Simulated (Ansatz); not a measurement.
Born–Oppenheimer molecular dynamics of CH7BO2S (12 atoms, charge 0, multiplicity 1). It starts from a rough guess of a transition structure, not a stationary point.

Theory: UKS PBE0-D4/6-31G in Ansatz 0.2.0.

```yaml
ensemble: NVE (velocity Verlet)
time_step: 0.5 fs
steps_asked: 150
starting_velocities_drawn_for: 1000 K
seed: 306886
```

First frame:

```xyz
12
Properties=species:S:1:pos:R:3
B -0.335 -0.102 -0.327
C 0.266 0.051 1.427
O 0.060 -1.345 -0.786
O -1.621 0.384 -0.342
H 0.651 0.649 0.226
S 0.946 1.343 -1.403
H 1.128 -0.572 1.634
H 0.332 1.000 1.952
H -0.628 -0.447 1.785
H -0.602 -1.839 -1.266
H -2.049 0.454 -1.193
H 1.851 0.423 -1.707
```

(1) How far do the bonds stretch over the last three quarters of this one trajectory? (Pairs bonded in most of those frames.)

## Answers

(1) 
```tsv
bond	mean (Å)	spread (Å)	shortest	longest
B1–O3	1.393	0.033	1.32	1.43
B1–O4	1.410	0.041	1.34	1.47
B1–S6	1.896	0.107	1.78	2.19
C2–H5	1.096	0.054	1.01	1.18
C2–H7	1.094	0.021	1.06	1.14
C2–H8	1.119	0.085	0.98	1.24
C2–H9	1.096	0.051	1.01	1.18
O3–H10	0.978	0.013	0.95	1.01
O4–H11	0.987	0.015	0.95	1.02
S6–H12	1.393	0.059	1.30	1.48
```

Mean temperature of the second half: 1749 K. The conserved energy stayed within 0.78 meV per atom of its start (net change 0.11 meV per atom), so the integration is sound. The kinetic energy rose, since the run started high on the potential surface and went downhill. It ends in pieces (BH3O2S + CH4), so much of that is their flight and rotation, not heat. A run of 0.075 ps of so small a system gives no equilibrium averages. The orbitals were unrestricted but ended closed-shell. Limits of this set-up: no polarisation functions.

The run took 23 min on 1 thread of Arm Neoverse N1, on a shared host, peak memory 0.2 GiB.
